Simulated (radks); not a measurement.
Problem. Species: the chlorine ion Cl3+. Configuration: [Ne] 3s1 3p3 (not the ground configuration). Method: scalar-relativistic Kohn-Sham, B86b exchange with PBE correlation, spin-polarised, spherical densities, point nucleus; open shells are filled with parallel spins first; computed with a radial shooting solver on a logarithmic mesh with Libxc functionals. Some entries of the table are withheld. Estimate them.

orbital  occ.  eigenvalue (eV)  <r> (bohr)  <r^2> (bohr^2)
1s up       1        -2799.508     0.09095         0.01113
1s down     1        -2798.552     0.09094         0.01113
2s up       1        -298.5870         (1)          0.2337
2s down     1        -297.4905         (2)          0.2328
2p up       3        -237.7624      0.4058             (3)
2p down     3        -236.4302      0.4051             (4)
3s up       1         -61.6525       1.382           2.180
3p up       3         -47.6930       1.493           2.576

Solution. 
(1) 2s up <r> (bohr): 0.4435
(2) 2s down <r> (bohr): 0.4429
(3) 2p up <r^2> (bohr^2): 0.2052
(4) 2p down <r^2> (bohr^2): 0.2041
